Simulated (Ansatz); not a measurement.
Gas-phase electronic energies from Ansatz, PBE0-D4/def2-TZVP geometries. CBS: MP2 limit from def2 TZ/QZ plus the TZ coupled-cluster correction, frozen cores. This one scheme is used for every species. Functionals use def2-TZVPP. Elements past krypton have def2 core potentials. For Sn outer-core shells are correlated without core-valence functions, which leaves a few kJ/mol of doubt a bond. One conformer a species, not always the lowest.

`C[NH][SnH2][O]C` + `C=N` → `C[O][SnH2][CH]=N` + CH₃NH₂  (formal exchange of groups at the Sn–N bond)

CCSD(T)/CBS gives +21.2 kJ/mol.

Q: Another level gave +13.0 kJ/mol. Which?
A. HF/def2-TZVPP
B. PBE/def2-TZVPP
C. r2SCAN-D4/def2-TZVPP
D. ωB97X-V/def2-TZVPP

A: C. r2SCAN-D4 13.0, ωB97X-V 19.7, HF/def2-TZVPP 25.8, PBE 7.7 kJ/mol.

Largest T1 diagnostic among the species: 0.014.

In def2-TZVPP, CCSD(T) changes the Hartree–Fock value by −6.3 kJ/mol (the triples alone add −1.1 kJ/mol) and MP2 by −4.2 kJ/mol. From PBE to PBE0 (25 % exact exchange), in def2-TZVPP and without D4, ΔE moves by +3.6 kJ/mol.
